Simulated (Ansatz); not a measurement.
CH6BNOSi, relaxed with RKS PBE-D4/def2-SVP in the Gaussian-basis code of Ansatz from a rough embedded geometry. The force threshold is 0.03 eV/Å; the program also tests the step.

The species carries charge 0 and has multiplicity 1. The bonds changed during the relaxation, so this is another structure than the one it started from.

Start:

```xyz
11

B    -1.639   -0.254    1.289
Si    0.140   -0.377    0.690
N     0.611    1.020   -0.236
C     0.712    0.125   -1.449
O     0.258   -1.138   -0.843
H    -1.981    0.515    2.158
H    -2.521   -0.840    0.725
H     1.187   -0.828    1.610
H     1.652    1.259    0.047
H    -0.084    0.466   -2.145
H     1.664    0.052   -1.845
```

(1) By how much does the energy fall, and how many steps does the optimiser take? (Estimate.)

(2) Which bonds change most? (An estimate is asked.)

(3) Give the relaxed structure. (Best estimate.)

Results:

(1) Ansatz gave: 1.48 eV, in 27 steps, 2 of them rejected.

(2) Ansatz gave: B1–N3 from 3.002 to 1.547 Å; Si2–N3 from 1.741 to 1.985 Å; B1–Si2 from 1.881 to 2.043 Å; C4–H11 from 1.033 to 1.116 Å.

(3) The calculation gave: 
```xyz
11

B    -1.217    0.254    0.789
Si    0.246   -1.172    0.830
N     0.098    0.660    0.082
C     0.468    0.008   -1.207
O     0.607   -1.356   -0.872
H    -1.358    0.796    1.870
H    -2.153   -0.057    0.074
H     1.564   -1.203    1.591
H     0.650    1.464    0.394
H    -0.329    0.164   -1.970
H     1.425    0.443   -1.580
```
